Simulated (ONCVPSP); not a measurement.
**Varying the ONCV potential for La (Z = 57)**

Base potential:

```
Element                 : La (Z = 57)
Generator               : ONCVPSP 4.0.1
Type                    : optimised norm-conserving Vanderbilt (ONCV)
Functional              : PBE
Relativity              : scalar-relativistic
Frozen core             : [Kr] 4d10
Valence charge          : 11
Reference configuration : 5s2 5p6 5d1 6s2
Partial waves           : 5s+6s: rc 2.50 bohr, ncon 3, nbas 7, qcut 6.3 1/bohr, 2 projectors; 5p: rc 2.45 bohr, ncon 3, nbas 6, qcut 6.2 1/bohr, 2 projectors, debl 1.2 Ha; 5d: rc 3.85 bohr, ncon 4, nbas 9, qcut 4 1/bohr, 2 projectors, debl 3.8 Ha; f scattering state at 0.07 Ha: rc 3.00 bohr, ncon 4, nbas 8, qcut 4.1 1/bohr, 1 projector
Local potential         : polynomial inside 1.55 bohr (lpopt 5, dvloc0 6 Ha)
Core correction         : polynomial model core, fcfact 0.6
```

In the f channel the program set the typed energies aside and used -0.160 Ha.

Cutoffs, loose and tight: the cutoffs (Ha) at which the residual kinetic energy of the hardest occupied pseudo-wave falls to 1 and 0.1 mHa per electron. They do not see the model core or the augmentation charge, which bear on the density cutoff. Test errors are all-electron minus pseudo excitation energies from the reference, over the configurations 5s2 5p6 5d1 6s1; 5s2 5p6 5d1 6s0; 5s2 5p6 5d0 6s0; 5s2 5p5 5d1 6s2. A dash means not determined; rows that change the core or the reference have their own tests.

| change | outcome | cutoff, loose | cutoff, tight | bound ghosts | GHOST(+) flags above zero | largest test error (meV) |
| --- | --- | --- | --- | --- | --- | --- |
| base | generated, projector energies reset by the program | 12 Ha | 14 Ha | none | d | -88 |
| p: qcut 4 | generated, projector energies reset by the program | 12 Ha | 14 Ha | none | d | -118 |
| p: qcut 4.5 | generated, projector energies reset by the program | 12 Ha | 14 Ha | none | d | -114 |
| p: qcut 5.2 | generated, projector energies reset by the program | 12 Ha | 14 Ha | none | d | -104 |
| p: qcut 5.8 | generated, projector energies reset by the program | 12 Ha | 14 Ha | none | d | -94 |
| p: qcut 6.6 | generated, projector energies reset by the program | 12 Ha | 14 Ha | none | d | -89 |
| p: qcut 7 | generated, projector energies reset by the program | 12 Ha | 14 Ha | none | d | -87 |
| p: qcut 8.8 | generated, projector energies reset by the program | 13 Ha | 15 Ha | none | d | -82 |
| p: qcut 9.4 | generated, projector energies reset by the program | 13 Ha | 15 Ha | none | d | -82 |

**Question.** What comes out with this change to the base: p: qcut 7.9?

**Answer.** outcome: generated, projector energies reset by the program; cutoff, loose: 12 Ha; cutoff, tight: 15 Ha; bound ghosts: none; GHOST(+) flags above zero: d; largest test error (meV): -84.

Reading the sweep of the qcut of the p channel (base included, trends over the rows without a ghost): The loose cutoff stays near 12 Ha. The median size of the test errors (rows with all tests solved) stays near 29.7 meV.
